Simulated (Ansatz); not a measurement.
Total energies of `O=C1OC(=O)c2ccccc21`.

Z-matrix (Å, degrees):
```
C
O 1 1.384
C 1 1.476 2 107.2
O 1 1.187 2 122.2 3 -180.0
C 2 1.384 1 110.4 3 -0.0
C 3 1.382 1 107.6 2 0.0
C 3 1.381 1 130.6 2 180.0
O 5 1.187 2 122.2 1 180.0
C 6 1.381 3 121.8 1 180.0
C 7 1.389 3 116.9 1 -180.0
H 7 1.083 3 121.2 1 0.0
C 9 1.389 6 116.9 3 -0.0
H 9 1.083 6 121.2 3 -180.0
H 10 1.084 7 119.6 3 180.0
H 12 1.084 9 119.6 6 -180.0
```

Charge 0, multiplicity 1. Geometry: relaxed with PBE0-D4/def2-TZVP. Basis def2-TZVPP, Ansatz 0.2.0.

RPA on PBE orbitals: Hartree–Fock energy of these orbitals -529.98539 Eh, correlation -2.89928 Eh (frozen core).

| functional | energy without D4 (Eh) | D4 term (kJ/mol) |
| --- | --- | --- |
| LDA (SPW92) | -528.79740 | – |
| PBE | -532.55946 | -48.6 |
| revPBE | -533.01913 | -155.9 |
| BLYP | -533.02865 | -107.2 |
| r2SCAN | -532.89158 | -12.9 |
| B97M-V | -533.12631 | – |
| B3LYP | -533.16526 | -77.5 |
| HSE06 (plane-wave form) | -532.54250 | -38.3 |
| BHLYP | -532.86672 | -55.7 |
| LC-ωPBE | -532.79252 | – |
| ωB97X-V | -533.00413 | – |
| ωB97M-V | -533.00981 | – |
| B2PLYP | -532.76486 | – |
| PBE-QIDH | -532.47727 | – |

Task: Give the same for PBE0, r2SCANh, r2SCAN0, CAM-B3LYP. (An estimate is asked.)

Result: Ansatz gave: 
| functional | energy without D4 (Eh) | D4 term (kJ/mol) |
| --- | --- | --- |
| PBE0 | -532.56832 | -41.2 |
| r2SCANh | -532.85902 | -13.5 |
| r2SCAN0 | -532.81274 | -14.9 |
| CAM-B3LYP | -532.92709 | -41.6 |

B3LYP takes the VWN-RPA correlation (the form of Gaussian; ORCA's B3LYP/G). HSE06 is the plane-wave form, built on full-range PBE exchange. The double hybrids freeze the cores in their second-order part.

LC-ωPBE has ω = 0.4 bohr⁻¹.
